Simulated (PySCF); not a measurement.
Compound: C₅H₇FNSi (doublet state).
Cartesian coordinates in Å at the GFN2-xTB level; atoms count from 1:
```
atom  x, y, z in Å
C1    -2.466    0.214    0.067
C2    -1.012   -0.106    0.003
C3    -0.403   -1.392    0.064
C4     0.944   -1.222   -0.030
N5     1.234    0.116   -0.141
Si6    2.795    0.876   -0.370
C7     0.032    0.759   -0.124
F8     0.023    2.101   -0.226
H9    -3.011   -0.352   -0.687
H10   -2.625    1.276   -0.106
H11   -2.872   -0.047    1.044
H12   -0.924   -2.323    0.167
H13    1.734   -1.945   -0.023
H14    3.777   -0.114    0.044
H15    2.769    2.165    0.296
```

The hyperfine couplings belong to this conformer and change with its torsions.

As a line formula: `c1(F)n([SiH2])ccc1C` [radical].

Computed, not measured: UKS B3LYP, pcH-1 on C F H N Si, non-relativistic, mean-field spin-orbit, GIAO (PySCF 2.14.0). Isolated species at its GFN2-xTB geometry (one conformer only). The geometry wasn't refined by DFT: couplings that depend on bond lengths, twists or pyramidal angles can differ widely from those at the functional's own minimum, by a factor of two or more for some ions and for spin on atoms past the first row. The SCF solution wasn't tested for stability.

(1) What is the g tensor, term by term?

(2) What effective moment and Curie constant follow for a powder?

(3) Average each term over the three axes. Which is largest in size?

(4) In a frozen sample, at which fields do the three g values resonate at 9.5, 34, 94 and 263 GHz (hyperfine left aside), and which band first spreads them over more than twice a line width of 1.0 mT?

Results:

(1) 
| Δg (ppm) | 1 | 2 | 3 |
| --- | --- | --- | --- |
| relativistic mass correction | -139 | -139 | -139 |
| gauge correction | 55 | 18 | 55 |
| orbital Zeeman/spin–orbit | -591 | -52 | 1750 |
| total | -675 | -174 | 1665 |

So g = 2.00164, 2.00215, 2.00398 and g_iso = 2.00259; the tensor is rhombic: the two nearest values differ by 21 % of g3 − g1. Axes: g3 points within 12° of the N5–Si6 bond.

(2) With the mean of g² = 4.0104 and S(S+1) = 0.75: μ_eff = √(⟨g²⟩S(S+1)) = 1.734 μB and χT = 0.12505·⟨g²⟩·S(S+1) = 0.376 cm³ K/mol (cgs; spin-Hamiltonian part alone).

(3) The orbital-Zeeman/spin–orbit term 369, the mass correction -139 and the gauge correction 42 ppm, for a total of 272 ppm. The orbital-Zeeman/spin–orbit term is the largest in size. The mass correction is the same along every axis, so the anisotropy comes from the other two: their spans along these axes are 37 (gauge) and 2341 ppm (orbital Zeeman/spin–orbit).

(4) 
| band | GHz | B(g3) mT | B(g2) mT | B(g1) mT | spread mT |
| --- | --- | --- | --- | --- | --- |
| X | 9.5 | 338.70 | 339.01 | 339.10 | 0.40 |
| Q | 34.0 | 1212.20 | 1213.31 | 1213.61 | 1.42 |
| W | 94.0 | 3351.37 | 3354.45 | 3355.29 | 3.92 |
| J | 263.0 | 9376.70 | 9385.31 | 9387.66 | 10.96 |

The spread grows in proportion to the frequency. W band is the first where it exceeds 2.0 mT.

The largest Mulliken spin population is on Si6 (+0.86). The angles at Si6 add up to 332.7°, so it is pyramidal.

The HOMO–LUMO gaps are 5.77 eV among the α and 3.03 eV among the β orbitals.

Hardware: Arm Neoverse V1, one thread, no GPU (shared host). Cost: 87 s of wall time (with the writing of density and orbital grids), 0.96 GiB resident at most.
